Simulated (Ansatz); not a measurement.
Species: C₂H₄F₂, SMILES `FCCF` (F–C–C–F torsion 180°) (charge 0, multiplicity 1).

Problem. Give a relaxed geometry from r2SCAN-D4/def2-TZVP (Ansatz, a quantum-chemistry and plane-wave program).

Solution. One answer among several that fit: the end point of this relaxation, one of several conformers (outside a Z-matrix the atoms follow the SMILES, hydrogens last).
Cartesian coordinates (Å) in one orientation:
```xyz
8

F      1.344    -0.531    -1.032
C      0.750     0.025     0.096
C     -0.750    -0.025    -0.096
F     -1.344     0.531     1.032
H      1.053    -0.556     0.971
H      1.097     1.057     0.200
H     -1.097    -1.057    -0.200
H     -1.053     0.556    -0.971
```
